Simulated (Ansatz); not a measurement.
Scan of H2Mg, singlet: symmetric bend, bond length relaxed. Scanned: H-Mg-H angle. Other coordinates (Mg-H bond length) were minimised at B3LYP/def2-TZVP.

The free coordinates were minimised at B3LYP/def2-TZVP in PySCF; the energy column is full CI/cc-pVTZ, frozen core run with Ansatz (a first-principles code), in mEh.

```json
[
 {"a / °": "180", "Mg-H bond length / Å": "1.700", "E": "0.0"},
 {"a / °": "169.48", "Mg-H bond length / Å": "1.700", "E": "0.6"},
 {"a / °": "161.80", "Mg-H bond length / Å": "1.700", "E": "1.8"},
 {"a / °": "149.18", "Mg-H bond length / Å": "1.703", "E": "5.2"},
 {"a / °": "138.16", "Mg-H bond length / Å": "1.706", "E": "9.8"},
 {"a / °": "132.32", "Mg-H bond length / Å": "1.708", "E": "12.9"},
 {"a / °": "121.58", "Mg-H bond length / Å": "1.713", "E": "19.9"},
 {"a / °": "110.42", "Mg-H bond length / Å": "1.720", "E": "29.2"},
 {"a / °": "101.29", "Mg-H bond length / Å": "1.728", "E": "38.6"},
 {"a / °": "90.50", "Mg-H bond length / Å": "1.740", "E": "52.3"},
 {"a / °": "80.80", "Mg-H bond length / Å": "1.755", "E": "67.5"},
 {"a / °": "69.17", "Mg-H bond length / Å": "1.773", "E": "90.1"},
 {"a / °": "60", "Mg-H bond length / Å": "1.784", "E": "111.7"}
]
```
